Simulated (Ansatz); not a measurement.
```yaml
crystal:
  periodic: [false, false, false]
  atoms:
    - {symbol: Mg, position_ang: [-1.155916, -0.106621, -1.102636]}
    - {symbol: Mg, position_ang: [1.549704, 0.164934, -0.551729]}
    - {symbol: Zn, position_ang: [-0.255427, 1.125972, 0.882487]}
    - {symbol: Zn, position_ang: [-0.161645, -1.368956, 0.979746]}
basis:
  gaussian: {orbitals: pcseg-2}
hamiltonian: {xc: {name: wB97X}}
scf: {lower_state_search: off}
output: {forces: true}
```

```sh
$ ansatz run in.yaml --threads 2 --pin off --events-out ev --progress --plain --max-ram 4352MiB
```

Shortened log:

```
Functional definition: wB97X
1249 factors; integrals over basis functions are off by at most 8.0e-4 eV
212 factors; integrals over basis functions are off by at most 2.0e-5 eV
mean field evaluation 1: about -107730.8600 eV, gradient 3.3e1 eV
mean field evaluation 2: about -107730.0921 eV, gradient 4.9e1 eV
mean field evaluation 4: about -107731.9207 eV, gradient 1.1e0 eV
mean field evaluation 8: about -107732.0395 eV, gradient 3.7e-1 eV
mean field evaluation 16: about -107732.0407 eV, gradient 1.7e-3 eV
mean field -107732.04069333 eV, -3959.0794720798 hartree, gradient 4.3e-6 eV, S^2 0.000000; 0 other end points of the search recorded, 0 dependent functions left out
reference -107732.04066524 eV, -3959.0794710475 hartree; 42, 42 occupied and 108, 108 virtual orbitals, 1249 factors
Total energy: -107732.04066524 eV, -3959.0794710475 hartree
Atom 0 at    -1.155916    -0.106621    -1.102636 Å, force    -0.971258    -0.262675    -1.219498 eV/Å
Atom 1 at     1.549704     0.164934    -0.551729 Å, force     1.229285    -0.321229    -0.530650 eV/Å
Atom 2 at    -0.255427     1.125972     0.882487 Å, force    -0.425969     1.222646     1.312023 eV/Å
Atom 3 at    -0.161645    -1.368956     0.979746 Å, force     0.167942    -0.638743     0.438125 eV/Å
Dipole moment:     0.056663    -0.009329    -0.174554 e Å
Checks for a lower state left out: stability, starts, cluster_reference, orbital_swaps, neighbouring_geometries, increment
```

Hardware: 2 threads of Arm Neoverse V1 on a shared host. Wall time 13 s.
